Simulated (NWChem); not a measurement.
Molecule: Si₂NH₆OF; SMILES N[Si@@H](F)[SiH2]O

```xyz
11

N     -1.0795    -1.9416    -0.2353
Si     0.1106    -0.8744     0.4017
F      1.6122    -1.0902    -0.2073
Si    -0.5643     1.3130    -0.1143
O      0.6499     2.4507     0.0819
H     -1.4098    -1.8552    -1.1889
H     -1.1549    -2.8971     0.0939
H      0.2109    -1.1962     1.8497
H     -1.1150     1.3123    -1.5076
H     -1.6553     1.7377     0.7995
H      1.5071     2.2218    -0.3043
```
Atoms are numbered in this order, from 1.

Computed with NWChem. Structure relaxed at the B3LYP/6-31G* (spherical d) level. Level: PBE/def2-SVP with SMD (1 M gas to 1 M solution), gas-phase geometry. Reactions with the solvent are ignored.

Q: Among these, which solvent gives the highest value of “cavity-dispersion-structure term (kcal/mol)”?
(A) toluene
(B) chloroform
(C) water
(D) dichloromethane

A: C, water. Values: toluene 0.2; chloroform 0.5; dichloromethane 0.6; water 4.4
